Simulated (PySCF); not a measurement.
## Atomic charges against the basis set

Species: C5H10Si.
Cartesian coordinates in Å at the PBE0-D3(BJ)/def2-SVP level; atoms count from 1:
```
atom  x, y, z in Å
C1     0.9819   -0.8687    1.8612
C2     0.6957    0.4005    1.5423
C3     0.1801    0.8840    0.2573
C4    -0.0364    2.2025    0.0930
C5    -0.1237   -0.1061   -0.8308
Si6   -1.8165   -0.9403   -0.6423
H7     1.3685   -1.1255    2.8500
H8     0.8422   -1.6955    1.1601
H9     0.8592    1.1794    2.2954
H10   -0.4163    2.6072   -0.8485
H11    0.1606    2.9112    0.9015
H12   -0.1318    0.3965   -1.8107
H13    0.6504   -0.8889   -0.8860
H14   -2.8876    0.1011   -0.6333
H15   -1.9079   -1.7394    0.6156
H16   -2.0437   -1.8550   -1.8046
```

PBE0 throughout (PySCF), one geometry, spherical d and f functions. One conformer (not necessarily the lowest) at the PBE0-D3(BJ)/def2-SVP geometry, without solvent, vibrations or thermal averaging. The first 7 of 13 kinds of atom are listed.

Mulliken charges (e):

```csv
basis,functions,C1,C2,C3,C4,C5,Si6,H7
STO-3G,44,-0.170,-0.087,-0.007,-0.172,-0.304,+0.544,+0.083
6-31G,78,-0.367,-0.127,+0.166,-0.405,-0.728,+0.551,+0.163
6-31G*,108,-0.407,-0.130,+0.197,-0.456,-0.649,+0.374,+0.177
def2-SVP,138,-0.079,-0.024,-0.118,-0.069,-0.240,+0.375,+0.056
"6-311+G(2d,p)",230,-0.372,-0.077,+0.786,-0.515,-0.938,+0.379,+0.126
def2-TZVP,252,-0.282,-0.146,+0.134,-0.300,-0.398,+0.156,+0.132
```

IAO charges (e):

```tsv
basis	functions	C1	C2	C3	C4	C5	Si6	H7
STO-3G	44	-0.260	-0.145	-0.022	-0.262	-0.502	+0.643	+0.137
6-31G	78	-0.318	-0.141	+0.027	-0.330	-0.519	+0.452	+0.157
6-31G*	108	-0.306	-0.135	+0.024	-0.318	-0.531	+0.581	+0.152
def2-SVP	138	-0.302	-0.133	+0.023	-0.313	-0.529	+0.596	+0.149
6-311+G(2d,p)	230	-0.323	-0.139	+0.027	-0.337	-0.546	+0.609	+0.158
def2-TZVP	252	-0.322	-0.139	+0.028	-0.337	-0.549	+0.618	+0.158
```

Q: Which scheme is steadiest as the basis changes?

A: Largest range over the bases for any column: IAO 0.19 e, Mulliken 0.90 e. IAO charges move least and Mulliken charges most, counted in e. Without the minimal STO-3G basis the ranges are IAO 0.17, Mulliken 0.90 e.

Q: How much do the charges still move between the two largest bases, 6-311+G(2d,p) and def2-TZVP?

A: At most, over all atoms: Mulliken 0.653 e, IAO 0.009 e.

Q: What do the same runs give for the total energy, the frontier levels and the dipole moment?

A: 
```csv
basis,energy (Eh),HOMO (eV),LUMO (eV),μ (D)
STO-3G,-479.9347,-4.59,2.17,0.32
6-31G,-485.5300,-6.42,-0.52,0.52
6-31G*,-485.6008,-6.40,-0.53,0.58
def2-SVP,-485.3960,-6.62,-0.82,0.51
"6-311+G(2d,p)",-485.6892,-6.68,-1.03,0.52
def2-TZVP,-485.7046,-6.67,-0.96,0.54
```

The dipole is fixed by the density alone, so its range of 0.26 D shows that the density itself changes with the basis, not only its division among atoms.
